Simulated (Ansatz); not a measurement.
Input for Ansatz (an electronic-structure program): R-B2PLYP/def2-TZVPP on H2 (SMILES [H][H]).

Ansatz 0.2 input:
```yaml
crystal:
  periodic: [false, false, false]
  atoms:
    - {symbol: H, position_ang: [0.00000000, 0.00000000, 0.37198582]}
    - {symbol: H, position_ang: [-0.00000000, -0.00000000, -0.37198582]}
basis:
  gaussian:
    orbitals: def2-TZVPP
hamiltonian:
  xc: {name: B2PLYP}
magnetization: {spin_polarized: false}
correlation: {electrons: outside_noble_gas}
scf: {lower_state_search: off}
```

Output:

```
WARN ansatz: RAYON_NUM_THREADS=4 ignored (pool sized by the plan → 4); use --threads N
Functional definition: B2PLYP
these checks for a lower state are left out or cut short: stability, starts, cluster_reference, orbital_swaps, neighbouring_geometries, increment
integrals: 0.00 GiB planned
145 factors; integrals over basis functions are off by at most 7.3e-4 eV
mean field: 0.05 GiB planned
mean field evaluation 1: about -31.5488 eV, gradient 2.6e0 eV
mean field evaluation 2: about -31.5452 eV, gradient 2.6e0 eV
mean field evaluation 4: about -31.5591 eV, gradient 1.5e-2 eV
mean field evaluation 8: about -31.5591 eV, gradient 3.1e-5 eV
mean field -31.55905458 eV, -1.1597738642 hartree, gradient 1.1e-6 eV, S^2 0.000000; 0 other end points of the search recorded, 0 dependent functions left out
reference -31.55914391 eV, -1.1597771471 hartree; 1, 1 occupied and 27, 27 virtual orbitals, 145 factors
second order -1.02310860 eV of doubles, -0.00000000 eV of singles
Total energy: -31.83538323 eV, -1.1699287550 hartree
Checks for a lower state left out: stability, starts, cluster_reference, orbital_swaps, neighbouring_geometries, increment
```

Self-consistency was reached.

Cost: about 0.4 core-seconds (a rough figure).
